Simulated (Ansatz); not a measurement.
`O[SiH](O)/C=C\[SiH2]F`. Total charge 0; spin multiplicity 1.

```csv
atom,x (Å),y (Å),z (Å)
O1,-1.3557,2.1592,1.3712
Si2,-0.7126,1.4106,0.0635
O3,-1.4597,-0.0133,-0.3117
C4,1.0228,0.8384,0.3376
C5,1.4130,-0.4170,0.0872
Si6,0.4316,-1.8620,-0.5916
F7,1.5649,-2.9963,-0.7796
H8,-1.2736,1.7212,2.2203
H9,-0.8871,2.3969,-1.0268
H10,-2.2895,-0.0107,-0.7896
H11,1.7583,1.5446,0.7241
H12,2.4556,-0.6773,0.2861
H13,-0.5427,-2.4466,0.3556
H14,-0.1255,-1.6477,-1.9462
```

(1) Give the diagnostics of a CCSD(T)/def2-TZVPP run (frozen core, Ansatz 0.2.0). (An estimate is asked.)

Results:

(1) Computed: T1 = 0.0120, largest single amplitude 0.012, largest double 0.075, (T) share of the correlation energy 3.6 %, 9 CCSD cycles. The RHF solution is unstable towards an unrestricted one. T1 lies under the customary mark of 0.02 for closed shells.
